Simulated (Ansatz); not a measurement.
Basis-set extrapolation for CH9BSSi2 (PBE0-D4/def2-TZVP geometry, frozen core, Ansatz). Multiplicity 1, RHF reference.

```csv
,def2-TZVPP,def2-QZVPP
HF,-1043.239856,-1043.271903
MP2 correlation,-0.729497,-0.781213
CCSD(T) correlation,-0.837930,not run
```

Energies in hartree. Use E(X) = E(∞) + A·exp(−7.88·√X) for Hartree–Fock and E(X) = E(∞) + B·X^(−2.97) for correlation, with X = 3 and 4, and add CCSD(T) minus MP2 of the smaller set to the MP2 limit.

What is the CCSD(T) energy at the basis-set limit?

HF limit: -1043.271903 + (-0.032047) × 0.13774 = -1043.27632. MP2 limit: -0.781213 + (-0.051716) × 0.74074 = -0.81952. Higher-order term: -0.837930 − (-0.729497) = -0.10843. Total: -1044.20427 hartree, 332.1 kJ/mol below CCSD(T)/def2-TZVPP.
